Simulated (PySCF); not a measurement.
## SiSn: energy against distance

Set-up: Si x2c-SVPall, Sn x2c-SVPall; spin-free X2C with a Gaussian nucleus (PySCF 2.14). Energies in eV from Si + Sn in their ground configurations at the same level. State: ³Σ⁻ (triplet), unpaired electrons π ↑↑.

All columns are PBE0. A positive dipole means Si(−)Sn(+).

```json
{"R (Å)": "2.166", "E (eV)": "-1.782", "μ (D)": "0.67", "Mulliken charge on Si (basis-dependent)": "-0.03", "HOMO (eV)": "-5.34", "LUMO (eV)": "-3.89", "Mayer bond order": "1.90", "⟨S²⟩": "2.00"}
{"R (Å)": "2.267", "E (eV)": "-2.335", "μ (D)": "0.77", "Mulliken charge on Si (basis-dependent)": "-0.03", "HOMO (eV)": "-5.37", "LUMO (eV)": "-3.71", "Mayer bond order": "1.91", "⟨S²⟩": "2.00"}
{"R (Å)": "2.368", "E (eV)": "-2.639", "μ (D)": "0.86", "Mulliken charge on Si (basis-dependent)": "-0.03", "HOMO (eV)": "-5.39", "LUMO (eV)": "-3.56", "Mayer bond order": "1.93", "⟨S²⟩": "2.00"}
{"R (Å)": "2.443", "E (eV)": "-2.746", "μ (D)": "0.92", "Mulliken charge on Si (basis-dependent)": "-0.03", "HOMO (eV)": "-5.39", "LUMO (eV)": "-3.45", "Mayer bond order": "1.94", "⟨S²⟩": "2.00"}
{"R (Å)": "2.519", "E (eV)": "-2.775", "μ (D)": "0.97", "Mulliken charge on Si (basis-dependent)": "-0.03", "HOMO (eV)": "-5.38", "LUMO (eV)": "-3.36", "Mayer bond order": "1.95", "⟨S²⟩": "2.00"}
{"R (Å)": "2.595", "E (eV)": "-2.744", "μ (D)": "1.02", "Mulliken charge on Si (basis-dependent)": "-0.04", "HOMO (eV)": "-5.37", "LUMO (eV)": "-3.27", "Mayer bond order": "1.96", "⟨S²⟩": "2.00"}
{"R (Å)": "2.695", "E (eV)": "-2.632", "μ (D)": "1.08", "Mulliken charge on Si (basis-dependent)": "-0.04", "HOMO (eV)": "-5.34", "LUMO (eV)": "-3.17", "Mayer bond order": "1.97", "⟨S²⟩": "2.00"}
{"R (Å)": "2.821", "E (eV)": "-2.416", "μ (D)": "1.14", "Mulliken charge on Si (basis-dependent)": "-0.04", "HOMO (eV)": "-5.29", "LUMO (eV)": "-3.06", "Mayer bond order": "1.98", "⟨S²⟩": "2.00"}
{"R (Å)": "2.972", "E (eV)": "-2.091", "μ (D)": "1.20", "Mulliken charge on Si (basis-dependent)": "-0.05", "HOMO (eV)": "-5.21", "LUMO (eV)": "-2.95", "Mayer bond order": "1.99", "⟨S²⟩": "2.00"}
{"R (Å)": "3.174", "E (eV)": "-1.611", "μ (D)": "1.26", "Mulliken charge on Si (basis-dependent)": "-0.05", "HOMO (eV)": "-5.08", "LUMO (eV)": "-3.07", "Mayer bond order": "1.99", "⟨S²⟩": "2.00"}
```

A fit through these points gives, at Re = 2.514 Å, μ = 0.97 D and dμ/dR = 0.692 D/Å; the reduced mass is 22.68 u.

Q: How strong is the fundamental in the double-harmonic approximation, I = 42.26·(dμ/dR)²/μred km/mol?

A: I = 42.26·(0.692)²/22.68 = 0.892 km/mol at PBE0.

These are scalar-relativistic numbers at best; spin–orbit coupling would shift them, the dissociation energy most. The state is the lowest determinant that a PBE0 search found; another state may lie lower at other levels.
